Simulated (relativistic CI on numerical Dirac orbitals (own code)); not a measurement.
## A ladder of approximations for the levels of Mg⁶⁺

Calculated with a relativistic CI code on KLI orbitals (one set per configuration, finite nucleus), adding one ingredient at a time: step 1, Dirac-Coulomb, each configuration alone; step 2, with Breit and QED terms; step 3, with configuration mixing; step 4, with scaled Slater integrals (0.9); step 5, with a P86 correlation estimate; step 6, tied to the ionisation limit. P86 is a density functional for the correlation energy, evaluated here for each configuration and added to its levels. Step 6 is semi-empirical: configurations made of the next ion and one excited electron move by -14586 cm⁻¹, so that their limit matches the tabulated ionisation energy, and those with a non-penetrating f or g electron also take the P86 value of the least penetrating other one.

CI space (outside the closed core 1s2): 2s²2p², 2s2p³, 2p⁴, 2s²2p3s, 2s²2p3p, 2s²2p3d, 2s2p²3s, 2s2p²3p, 2s2p²3d, 2s²2p4d, 2s²2p5d, 2s2p²4d, 2p³3s, 2p³3p, 2p³3d, 2s²2p4s.

Computed minus measured energy above the ground level, in cm⁻¹, for 20 of the 62 excited levels that pair in every step (one J of a term; a digit in brackets numbers repeated terms):

```tsv
Configuration	Term	J	Measured	Step 1	Step 2	Step 3	Step 4	Step 5	Step 6
2s²2p²	3P	1	1107	78	3	-9	5	5	5
2s²2p²	1D	2	40948	2743	2481	2858	-1224	-1226	-1225
2s2p³	5S°	2	118100	-19201	-19634	-7193	4659	6359	6360
2s2p³	3D°	3	232853	-5132	-5704	3216	2935	4646	4619
2p⁴	3P	2	542316	-3814	-4338	10589	7862	11039	11040
2p⁴	1D	2	576280	4095	3499	15287	9113	12301	12302
2s²2p3s	3P°	0	1047610	6149	5942	-4326	-4395	786	-13258
2s²2p3s	1P°	1	1061030	6256	5825	-2719	-4190	983	-13097
2s²2p3p	3P	0	1123740	11885	11582	-3171	-3228	2704	-10631
2s2p²3s	5P	2	1179960	-20781	-21303	-9705	-3640	3336	3337
2s²2p3d	3D°	1	1191750	4649	4224	-1218	-2525	2727	-11350
2s²2p3d	3P°	2	1196750	4465	3921	-1840	-3354	1904	-12157
2s2p²3s	3P	0	1211160	-22243	-22648	-3740	-2385	4519	3743
2s2p²3p	3S°	1	1235310	-12885	-13505	-8096	-763	6845	6846
2s2p²3p	3D°	2	1264810	-16876	-17475	-6121	-2361	5229	5222
2s2p²3d	5P	3	1322700	-19541	-20247	-8523	-3627	3578	3579
2s2p²3d	3P	2	1324960	-20030	-20695	-6402	-2297	4894	4895
2s²2p4d	3D°	3	1470410	1474	901	14700	10140	15677	1140
2s²2p4d	3P°	2	1472130	837	247	13986	9366	14903	353
2s2p²4d	5P	3	1599650	-22641	-23377	-10168	-5512	2132	2133
```

Mean absolute errors in cm⁻¹, over all paired levels and for the configurations:

```
Configuration, levels  Step 1  Step 2  Step 3  Step 4  Step 5  Step 6
              all, 62   11068   11251    6135    3666    4535    6183
            2s²2p², 4    5952    5766    1061    1674    1653    1653
            2s2p³, 10    7191    7346    6688    2217    2809    2793
               2p⁴, 5    6450    6755   13365    7125   10285   10286
           2s²2p3s, 4    6305    5952    3914    4333     847   13205
           2s²2p3p, 3   11850   11450    3284    3335    2597   10745
           2s2p²3s, 6   19378   19985    5514    2910    4031    3626
           2s²2p3d, 8    5662    5141    1368    2882    2375   11698
           2s2p²3p, 3   15472   16151    6781    1828    5768    5764
          2s2p²3d, 14   17038   17774    6224    3421    5129    5128
           2s²2p4d, 3    1923    1351   15044   10205   15742    1189
           2s2p²4d, 2   22613   23363   10125    5476    2168    2169
```

Measured levels: NIST levels in Kelleher and Podobedova, J. Phys. Chem. Ref. Data 37, 267 (2008).

The mean absolute error is lowest at step 4 (3666 cm⁻¹), and the largest single drop is from step 2 to 3 (11251 to 6135). Terms of the ground configuration are off by 5952 at first, 1061 with mixing and 1674 after scaling, which overcorrects here, since the mixing already narrows the term splittings. The Breit and QED terms change the top of the ground term (measured 2924) from 3317 to 2968. Mixing lowers the ground level by 13085, with 2p⁴ as its largest admixture; relative to it the configurations that move most are 2p⁴ by +18720, 2s2p²3s by +15286, 2s²2p3p by -14734. Configurations whose own partners of that kind are not in the list rise by much of that lowering, so a short list can trade one imbalance for another. The P86 estimate moves 2s2p²4d by +7644, 2s2p²3p by +7596, 2s2p²3d by +7198, and takes the mean absolute error of the excited configurations from 3803 to 4734. Step 6 takes that error from 4734 to 6496; the error more than halves for 2s²2p4d; it grows for 2s²2p3s, 2s²2p3p, 2s²2p3d. The shift fits the limit, so it does little for low levels whose errors differ from those near the limit.
